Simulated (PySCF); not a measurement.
## Indirect couplings

Molfile (atoms numbered from 1):
```
C6H5F3O
     RDKit          3D

 15 14  0  0  0  0  0  0  0  0999 V2000
    2.5481   -0.4146    0.0599 C   0  0  0  0  0  0  0  0  0  0  0  0
    1.6322    0.5394    0.2704 C   0  0  0  0  0  0  0  0  0  0  0  0
    0.1699    0.4571    0.1546 C   0  0  0  0  0  0  0  0  0  0  0  0
   -0.5775    1.5505    0.4175 C   0  0  0  0  0  0  0  0  0  0  0  0
   -0.4813   -0.8218   -0.2422 C   0  0  0  0  0  0  0  0  0  0  0  0
    0.1057   -1.8529   -0.4424 O   0  0  0  0  0  0  0  0  0  0  0  0
   -2.0267   -0.8519   -0.4186 C   0  0  0  0  0  0  0  0  0  0  0  0
   -2.4250    0.0364   -1.3330 F   0  0  0  0  0  0  0  0  0  0  0  0
   -2.4150   -2.0488   -0.8094 F   0  0  0  0  0  0  0  0  0  0  0  0
   -2.6478   -0.5642    0.7300 F   0  0  0  0  0  0  0  0  0  0  0  0
    2.2784   -1.4265   -0.2399 H   0  0  0  0  0  0  0  0  0  0  0  0
    3.6072   -0.1797    0.1915 H   0  0  0  0  0  0  0  0  0  0  0  0
    1.9820    1.5343    0.5697 H   0  0  0  0  0  0  0  0  0  0  0  0
   -0.0927    2.4839    0.7157 H   0  0  0  0  0  0  0  0  0  0  0  0
   -1.6649    1.5627    0.3537 H   0  0  0  0  0  0  0  0  0  0  0  0
  1  2  2  0
  2  3  1  0
  3  4  2  0
  3  5  1  0
  5  6  2  0
  5  7  1  0
  7  8  1  0
  7  9  1  0
  7 10  1  0
  1 11  1  0
  1 12  1  0
  2 13  1  0
  4 14  1  0
  4 15  1  0
M  END
```

Couplings: B3LYP/pcJ-1 (spin–dipole term only in couplings to heteroatoms) in PySCF 2.14.0 with density-fitted response routines, geometry PBE0-D3(BJ)/def2-SVP; gas phase, one conformer, non-relativistic. Couplings are averaged over pairs made equivalent by symmetry, fast rotation or ring inversion, so a value needn't be that of the named pair in this geometry, while other rotamers aren't included; one pair stands for each set, and the list holds a selection of those of at least 1.5 Hz over up to four bonds, among pairs with at least one F or H atom (others weren't computed). One-bond C–F couplings come out tens of Hz too large with common functionals.

Isotopes: $^{13}$C, $^{19}$F, $^{1}$H.

```tsv
pair	bonds	J (Hz)
C1, H11	1	177.0
C1, H12	1	166.5
C2, H13	1	161.6
C4, H14	1	169.5
C4, H15	1	?
C7, F8	1	?
C1, H13	2	?
C2, H11	2	-3.0
C3, H13	2	5.5
C3, H14	2	?
C5, F8	2	36.3
F8, F9	2	63.0
H11, H12	2	1.7
C2, H14	3	?
C2, H15	3	?
C3, H11	3	6.7
C3, H12	3	11.8
C4, H13	3	6.5
C5, H13	3	8.6
C5, H14	3	?
C5, H15	3	7.0
H11, H13	3	19.2
H12, H13	3	13.5
C4, F8	4	4.3
C4, H11	4	?
C7, H13	4	2.9
```

Estimate the withheld couplings, with signs.

Results:


- $^{1}J$(C4,H15) = 175.4 Hz (bond length 1.089 Å, sp2 carbon)
- $^{1}J$(C7,F8) = -357.4 Hz (bond length 1.336 Å)
- $^{2}J$(C1,H13) = -2.8 Hz (angle at C2 118°)
- $^{2}J$(C3,H14) = -1.7 Hz (angle at C4 120°)
- $^{3}J$(C2,H14) = 9.5 Hz (dihedral angle 0°)
- $^{3}J$(C2,H15) = 13.1 Hz (dihedral angle 180°)
- $^{3}J$(C5,H14) = 13.3 Hz (dihedral angle 180°)
- $^{4}J$(C4,H11) = -1.5 Hz
